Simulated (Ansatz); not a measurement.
Consider the redistribution: `O[SiH](F)[SiH2]Br` + `CN[SiH3]` → `C[SiH2]Br` + `O[SiH](F)N[SiH3]`.

Calculated with Ansatz (gas phase, PBE0-D4/def2-TZVP geometries, no zero-point term in ΔE). CCSD(T)/CBS is the MP2 limit (def2-TZVPP, def2-QZVPP) plus CCSD(T) − MP2 in def2-TZVPP, frozen cores. For Br outer-core shells are correlated without core-valence functions, which leaves a few kJ/mol of doubt a bond. Scalar relativity is left out up to krypton. Each species was taken in one conformer, which may not be the lowest.

| species | MP2/CBS(def2) energy (Eh) |
| --- | --- |
| `O[SiH](F)[SiH2]Br` | -3328.94144 |
| `CN[SiH3]` | -385.98769 |
| `C[SiH2]Br` | -2903.45666 |
| `O[SiH](F)N[SiH3]` | -811.54774 |

Work out ΔE.

ΔE = (-2903.45666) + (-811.54774) − (-3328.94144) − (-385.98769) = -0.07527 Eh = -2.05 eV. CCSD(T)/CBS gives -1.94 eV.

Largest T1 diagnostic among the species: 0.011.

From PBE to PBE0 (25 % exact exchange), in def2-TZVPP and without D4, ΔE moves by −0.12 eV.
